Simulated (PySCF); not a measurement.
C3H4ClF, SMILES F[C@@H]1C[C@H]1Cl. Coordinates come from a PBE0-D3(BJ)/def2-SVP optimisation.

The numbers are results of PBE0-D3(BJ)/def2-SVP in PySCF, not measurements.

Harmonic wavenumbers (cm⁻¹): 231, 266, 371, 445, 710, 831, 932, 989, 1004, 1056, 1086, 1100, 1206, 1230, 1278, 1391, 1492, 3160, 3196, 3215, 3267. Rotational constants (GHz): 10.67, 2.204, 1.984; symmetry number 1.

**Question.** Work out the zero-point energy and the ideal-gas rigid-rotor harmonic-oscillator thermochemistry at 298.15 K and 1 atm.

**Answer.** ZPE = ½ Σ hcν = ½ × 28455 cm⁻¹ = 170.20 kJ/mol. H − E(el) = 185.43 kJ/mol. Entropy in J/(mol K): translation 165.48, rotation 110.19, vibration 27.23, total 302.89. G − E(el) = 95.12 kJ/mol. Cp = 77.98 J/(mol K).
